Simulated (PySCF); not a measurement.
C3H9As, SMILES C[As](C)C. The structure is a stationary point at PBE0-D3(BJ)/def2-SVP.

The numbers are results of PySCF with PBE0-D3(BJ)/def2-SVP, not measurements.

Harmonic wavenumbers (cm⁻¹): 154, 170, 170, 218, 219, 239, 589, 603, 603, 755, 793, 793, 900, 900, 905, 1259, 1259, 1283, 1425, 1432, 1432, 1441, 1441, 1450, 3053, 3055, 3055, 3168, 3169, 3169, 3175, 3175, 3175. Rotational constants (GHz): 4.712, 4.712, 3.423; symmetry number 3.

Q: Work out the zero-point energy and the ideal-gas rigid-rotor harmonic-oscillator thermochemistry at 298.15 K and 1 atm.

A: ZPE = ½ Σ hcν = ½ × 48623 cm⁻¹ = 290.83 kJ/mol. H − E(el) = 312.29 kJ/mol. Entropy in J/(mol K): translation 168.46, rotation 99.02, vibration 66.47, total 333.95. G − E(el) = 212.72 kJ/mol. Cp = 111.81 J/(mol K).
